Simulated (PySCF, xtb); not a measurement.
H₃OSb, SMILES [OH][SbH2].

Harmonic wavenumbers (cm⁻¹) from GFN2-xTB (xtb) at its own minimum, in rising order: 142, 478, 590, 612, 842, 887, 1562, 1682, 3664.

Question: What does PBE0-D3(BJ)/def2-TZVP run with PySCF give at its own minimum? (The exact figures need the calculation; the answer reports its results.)

Answer: 177, 603, 662, 669, 853, 953, 1950, 1951, 3892. Paired by order, the mean absolute difference is 139 cm⁻¹ and the zero-point energies are 15.0 and 16.7 kcal/mol.
